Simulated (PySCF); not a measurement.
# ZnO⁺ at PBE0

Computed with PBE0; PySCF, scalar-relativistic core potentials, basis sets Zn cc-pVDZ-PP with ECP10, O cc-pVDZ.

For ZnO⁺, the state is ⁴Σ⁻ (quartet), unpaired electrons σ ↑, π ↑↑, a second solution, started from another occupation and the bond length is 2.323 Å. The harmonic wavenumber is 236 cm⁻¹ and the force constant is 0.419 mdyn/Å. The rotational constant Be is 0.2442 cm⁻¹ and the anharmonicity ωexe is 2.55 cm⁻¹. The vibration–rotation constant αe is 0.00348 cm⁻¹ and the energy of the minimum from ground-state Zn⁺ + O is -0.76 eV. The bond order (Mayer) is 0.34 and the dipole moment (positive dipole points towards O; it is taken about the centre of mass and depends on that origin) is 0.05 D.

For an ion De counts to the pair picked by the measured ionisation energies or electron affinities, which need not be the lowest pair at this level.
